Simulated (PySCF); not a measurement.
# Dipole polarisabilities along group 11

Calculated with PySCF 2.14 for the ground configurations, without spin-orbit coupling: coupled response for Hartree-Fock and DFT. Mean α in bohr³, C₆ of like pairs in atomic units.

```
                                                                                                 species  α UHF  α PBE  α PBE0  α recommended (Schwerdtfeger and Nagle)  C₆ UHF  C₆ PBE  C₆ PBE0
     Cu [Ar] 3d10 4s1 (x2c-TZVPPall with one added diffuse shell each of s, p, d, f type, spin-free X2C)  70.98  40.34   44.38                               46.5 ± 0.5   497.0   249.9    278.7
     Ag [Kr] 4d10 5s1 (x2c-TZVPPall with one added diffuse shell each of s, p, d, f type, spin-free X2C)  82.78  47.89   52.30                                   55 ± 8   689.2   375.7    409.4
Au [Xe] 4f14 5d10 6s1 (x2c-TZVPPall with one added diffuse shell each of s, p, d, f type, spin-free X2C)  49.96  35.53   36.91                                   36 ± 3   441.9   328.8    336.7
```

Hartree-Fock lacks correlation. All values carry a basis error.
